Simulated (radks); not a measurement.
Question: Numerical settings for neutral promethium, [Xe] 4f5 6s2. Method: Dirac Kohn-Sham, BLYP, spin-unpolarised, spherical densities, point nucleus; open shells fill j = l - 1/2 first; computed with a radial shooting solver on a logarithmic mesh with Libxc functionals. The defaults (mesh step 0.008 in ln r, mesh end at 40 bohr or more with all orbitals vanishing there, Anderson mixing 0.5 over 9 steps, residual threshold near 1e-9 with the energy settled to 1e-9 hartree or 1e-11 of itself, here a cap of 68 iterations) give E = -10027.9614 hartree and 4f5/2 at -2.014 eV in 15 iterations. Run on one thread of a shared host, so times are rough (Arm Neoverse V2): 0.15 s of CPU time, 0.15 s wall, 15 iterations on 2728 mesh points. One setting is changed at a time: mesh step in ln r 0.012; mesh step in ln r 0.12; mesh step in ln r 0.005; mesh end (bohr) 8; mesh end (bohr) 5; residual threshold 1e-16; residual threshold 0.1; mixing 2.5; linear mixing, mixing 0.2; linear mixing, mixing 0.05; mixing history 2; iteration cap 5. Which runs fail to converge, and which converge to a wrong energy?

Answer: Not converged within the cap: mesh step in ln r 0.12; residual threshold 1e-16; linear mixing, mixing 0.2; linear mixing, mixing 0.05; iteration cap 5. Settled on a wrong energy, with an occupied level pushed above zero by the early mesh end: mesh end (bohr) 5 (+0.368 hartree). Apart from these: settings that end as converged yet miss the energy by more than 1 mhartree: mesh end (bohr) 8 (+0.0234 hartree).
